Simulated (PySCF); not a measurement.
Geometries of 2 isomers of C2H6BN, from PBE0-D3(BJ)/def2-SVP geometry optimisation, gas phase (PySCF). One conformer each, no zero-point energy, no frequencies.

Task: Which isomer lies lower at this level?
A.
```xyz
10
angstrom
B      2.082   -0.103    0.009
N      0.564   -0.032    0.194
C     -0.577    0.020    0.331
C     -2.012    0.087    0.504
H      2.474    1.057    0.017
H      2.262   -0.657   -1.067
H      2.506   -0.754    0.954
H     -2.518   -0.347   -0.371
H     -2.329    1.134    0.616
H     -2.310   -0.473    1.402
```
B.
```xyz
10
angstrom
B      1.466    0.774   -0.697
N      0.261    0.208   -0.331
C     -1.139    0.360   -0.160
C     -0.439   -0.932    0.140
H      2.468    0.097   -0.639
H      1.479    1.927   -1.064
H     -1.482    0.980    0.677
H     -1.755    0.429   -1.064
H     -0.291   -1.220    1.188
H     -0.563   -1.772   -0.553
```

Result: B. That is `BN1CC1`, 5.5 kcal/mol below the other.

| SMILES | atoms numbered as above | E (Eh) | relative (kcal/mol) | relative (kJ/mol) | dipole (D) |
| --- | --- | --- | --- | --- | --- |
| BN1CC1 | [BH2:1][N:2]1[CH2:3][CH2:4]1 | -159.09054 | 0.0 | 0.0 | 2.36 |
| [BH3-][N+]#CC | [BH3-:1][N+:2]#[C:3][CH3:4] | -159.08180 | 5.5 | 23.0 | 7.28 |

As drawn, the lower has a three-membered ring, which the higher lacks.
